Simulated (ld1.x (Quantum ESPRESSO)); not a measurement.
**What one change does to a pseudopotential (osmium, TM)**

| Quantity | Value |
| --- | --- |
| Element | osmium |
| Generator | ld1.x (Quantum ESPRESSO) 7.5 |
| Type | norm-conserving Troullier–Martins (Kleinman–Bylander form) |
| Functional | LDA (PZ) |
| Relativity | scalar-relativistic |
| Frozen core | [Kr] 4d10 4f14 |
| Valence charge | 16 |
| Reference configuration | 5s2 5p6 5d6 6s0 6p0 (charge +2) |
| Partial waves | 5p (bound): rc 1.10 bohr; 5d (bound): rc 1.40 bohr; 5s (bound): rc 1.60 bohr |
| Local potential | the s channel |
| Core correction | none |

Change: core correction a·sin(br)/r model core inside 0.44 bohr.

Cutoffs: the cutoffs (Ry, on a coarse ladder) from which the occupation-weighted sum of valence levels, in a spherical-Bessel basis at the reference potential, stays within 10 and 1 mRy of its value at 400 Ry; they do not see the model core or the augmentation charge, which bear on the density cutoff. Errors are all-electron minus pseudo energies relative to the spin-unpolarised reference configuration.

Problem. Predict the effect on cutoff, ghosts and configuration errors.

Solution. The potential gets neither clearly harder nor softer (120 Ry and 180 Ry → 120 Ry and 180 Ry); of the 9 tests that both files solve, the error grows in 2 and shrinks in 1 by more than 15 % and 0.3 meV (median size 2595.0 → 2571.1 meV); neither file shows a bound ghost at the reference potential, the only one tested. A model core, the more so a compact one, raises the density cutoff, which this test does not measure.

```csv
quantity,base,changed
"cutoff, loose",120 Ry,120 Ry
"cutoff, tight",180 Ry,180 Ry
bound ghosts,none,none
"error for 5s2 5p6 5d6 6s2 6p0, meV [ΔE -27.15 eV]",+4332,+4264
"error for 5s2 5p6 5d6 6s1 6p0, meV [ΔE -17.28 eV]",+2595,+2571
"error for 5s2 5p6 5d5 6s0 6p0, meV [ΔE 29.16 eV]",-4.5,-8.6
"error for 5s2 5p6 5d6 6s0 6p2, meV [ΔE -16.52 eV]",+111,+110
"error for 5s2 5p6 5d5 6s2 6p1, meV [ΔE -21.00 eV]",+5281,+5182
"error for 5s2 5p6 5d6 6s1.5 6p0, meV [ΔE -23.10 eV]",+3556,+3511
"error for 5s2 5p6 5d4 6s0 6p0, meV [ΔE 70.95 eV]",-13,-35
"error for 5s2 5p6 5d6 6s0 6p0 (spin-polarised), meV [ΔE -2.29 eV]",+203,+22
"error for 5s2 5p6 5d6 6s2 6p0 (spin-polarised), meV [ΔE -29.17 eV]",+4420,+4203
s: phases at 1.76 bohr within 0.05 rad from the reference energy up to (Ry; the scan ends near 5),-3.8,-3.8
p: phases at 1.76 bohr within 0.05 rad from the reference energy up to (Ry; the scan ends near 5),1.3,1.3
d: phases at 1.76 bohr within 0.05 rad from the reference energy up to (Ry; the scan ends near 5),to the end of the scan,to the end of the scan
```

Base: These tests converged, but a pseudo level misses the all-electron one widely, so the file describes the atom poorly there or has found another state: 5s2 5p6 5d6 6s2 6p0: 6s by 1.4 eV; 5s2 5p6 5d6 6s1 6p0: 6s by 2.1 eV; 5s2 5p6 5d5 6s0 6p0: empty 6s by 4.0 eV; 5s2 5p6 5d6 6s0 6p2: empty 6s by 2.5 eV; 5s2 5p6 5d5 6s2 6p1: 6s by 1.8 eV; 5s2 5p6 5d4 6s0 6p0: empty 6s by 5.1 eV. Changed file: These tests converged, but a pseudo level misses the all-electron one widely, so the file describes the atom poorly there or has found another state: 5s2 5p6 5d6 6s2 6p0: 6s by 1.3 eV; 5s2 5p6 5d6 6s1 6p0: 6s by 2.1 eV; 5s2 5p6 5d5 6s0 6p0: empty 6s by 4.0 eV; 5s2 5p6 5d6 6s0 6p2: empty 6s by 2.5 eV; 5s2 5p6 5d5 6s2 6p1: 6s by 1.8 eV; 5s2 5p6 5d4 6s0 6p0: empty 6s by 5.1 eV.
